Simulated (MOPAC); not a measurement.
Input for MOPAC: PM7 on PS, 2S+1 = 2, a spin state set in the input, which need not be the lowest, a point of a bond scan (R = 1.759 Å).

```
PM7 1SCF PRECISE CHARGE=0 UHF MS=0.5 THREADS=1
PS

P      0.00000000 1     0.00000000 1     0.00000000 1
S      0.00000000 1     0.00000000 1     1.75926400 1
```

It printed:

```
*******************************************************************************
 **                                                                           **
 **                              MOPAC v23.2.5                                **
 **                                                                           **
 *******************************************************************************
 ** MOPAC's Digital Object Identifier: https://doi.org/10.5281/zenodo.6511958 **
 **                                                                           **
 ** Please cite the open-source release paper for use of this MOPAC version:  **
 ** J. E. Moussa and J. J. P. Stewart (2026)                                  **
 ** MOPAC: An open-source semiempirical molecular orbital program             **
 ** J. Open Source Softw., 11(119), 8025, https://doi.org/10.21105/joss.08025 **
 *******************************************************************************

                              PM7 CALCULATION RESULTS

 *******************************************************************************
 *  PM7        - The PM7 Hamiltonian to be used
 *  UHF        - UNRESTRICTED HARTREE-FOCK CALCULATION
 *
 *
 *
 *                 CHARGE ON SYSTEM = 0
 *
 *
 *
 *  MS=        - IN MECI, MAGNETIC COMPONENT OF SPIN =  0.5
 *  PRECISE    - TIGHTER CRITERIA TO BE USED
 *  1SCF       - DO 1 SCF AND THEN STOP
 *  THREADS=1  - MULTI-THREADING NOT USED
 *  T=         - A TIME OF 172800.0 SECONDS REQUESTED
 *  DUMP=N     - RESTART FILE WRITTEN EVERY 7200.0 SECONDS REQUESTED
 *******************************************************************************
PM7 1SCF PRECISE CHARGE=0 UHF MS=0.5 THREADS=1
 PS

   ATOM   CHEMICAL          X               Y               Z
  NUMBER   SYMBOL      (ANGSTROMS)     (ANGSTROMS)     (ANGSTROMS)

     1       P          0.00000000  *   0.00000000  *   0.00000000  *
     2       S          0.00000000  *   0.00000000  *   1.75926400  *



          CARTESIAN COORDINATES

    NO.       ATOM           X           Y           Z

     1         P          0.0000      0.0000      0.0000
     2         S          0.0000      0.0000      1.7593

 General Reference for PM7:
 "Optimization of Parameters for Semiempirical Methods VI: More Modifications to the
 NDDO Approximations and Re-optimization of Parameters", J. J. P. Stewart, J. Mol. Mod., 1:32, 19 (2013)
 https://link.springer.com/article/10.1007/s00894-012-1667-x

           Empirical Formula: P S  =     2 atoms



      MOLECULAR POINT GROUP   :   C*v


          UHF CALCULATION, NO. OF ALPHA ELECTRONS =    6
                           NO. OF BETA  ELECTRONS =    5

 -------------------------------------------------------------------------------
 PM7 1SCF PRECISE CHARGE=0 UHF MS=0.5 THREADS=1
 PS



     1SCF WAS SPECIFIED, SO BFGS WAS NOT USED
     SCF FIELD WAS ACHIEVED


                              PM7 CALCULATION
                                                       MOPAC v23.2.5 Linux




          FINAL HEAT OF FORMATION =         65.20235 KCAL/MOL =     272.80665 KJ/MOL


          COSMO AREA              =         80.85 SQUARE ANGSTROMS
          COSMO VOLUME            =         64.97 CUBIC ANGSTROMS

          IONIZATION POTENTIAL    =          7.926255 EV
          ALPHA SOMO LUMO (EV)    =         -7.926 -3.461
          BETA  SOMO LUMO (EV)    =        -10.501 -3.107
          NO. OF ALPHA ELECTRONS  =          6
          NO. OF BETA  ELECTRONS  =          5
          MOLECULAR WEIGHT        =         63.0338         POINT GROUP:  C*v

          MOLECULAR DIMENSIONS (Angstroms)

            Atom       Atom       Distance
            S     2    P     1     1.75926
            S     2    P     1     0.00000
            P     1    S     2     0.00000


          SCF CALCULATIONS        =          1





   ATOM   CHEMICAL          X               Y               Z
  NUMBER   SYMBOL      (ANGSTROMS)     (ANGSTROMS)     (ANGSTROMS)

     1       P          0.00000000  *   0.00000000  *   0.00000000  *
     2       S          0.00000000  *   0.00000000  *   1.75926400  *

                             CARTESIAN COORDINATES

   1    P        0.000000000     0.000000000     0.000000000
   2    S        0.000000000     0.000000000     1.759264000


           Empirical Formula: P S  =     2 atoms



      MOLECULAR POINT GROUP   :   C*v


          ALPHA EIGENVALUES
 -48.87900 -23.28139 -13.46003 -12.93745 -11.01426  -7.92625  -3.46142  -1.31758
  -0.79033  -0.16489  -0.02794  -0.02670   1.06475 102.87421 103.03474 103.12761
 103.21313 103.22128


           BETA EIGENVALUES
 -48.01067 -22.56833 -12.78746 -12.40225 -10.50081  -3.10730  -2.50004  -0.62172
  -0.13477   0.14863   0.17202   0.24033   1.33070 102.87722 103.07182 103.13644
 103.21522 103.22224


              NET ATOMIC CHARGES AND DIPOLE CONTRIBUTIONS

  ATOM NO.   TYPE          CHARGE      No. of ELECS.   s-Pop       p-Pop       d-Pop
    1          P          -0.210185        5.2102     1.89295     3.28238     0.03485
    2          S           0.210185        5.7898     1.88476     3.69051     0.21455
 DIPOLE           X         Y         Z       TOTAL
 POINT-CHG.     0.000     0.000     1.776     1.776
 HYBRID        -0.000     0.000    -0.698     0.698
 SUM           -0.000     0.000     1.078     1.078


          ATOMIC ORBITAL ELECTRON POPULATIONS

     Atom    s        px        py        pz      x^2-y^2     xz        z^2       yz        xy
    1  P   1.89295   1.22643   0.84161   1.21434   0.00000   0.01216   0.01314   0.00955   0.00000
    2  S   1.88476   1.60445   1.12046   0.96560   0.00160   0.15695   0.02761   0.02838   0.00000


                    (SZ)    =    0.500000
                    (S**2)  =    0.774405


          ATOMIC ORBITAL SPIN POPULATIONS

    Atom   Total    s     px     py     pz   x^2-y^2  xz     z^2    yz     xy
         Atomic
    1  P  0.7032 -0.000  0.575  0.087  0.041 -0.000  0.001  0.000 -0.001 -0.000
    2  S  0.2968  0.006  0.301 -0.085 -0.049 -0.000  0.123  0.002 -0.002 -0.000

 **********************
 *                    *
 * JOB ENDED NORMALLY *
 *                    *
 **********************




 == MOPAC DONE ==
```

The run finished.

Cost: around 0.010 core-seconds (rough).
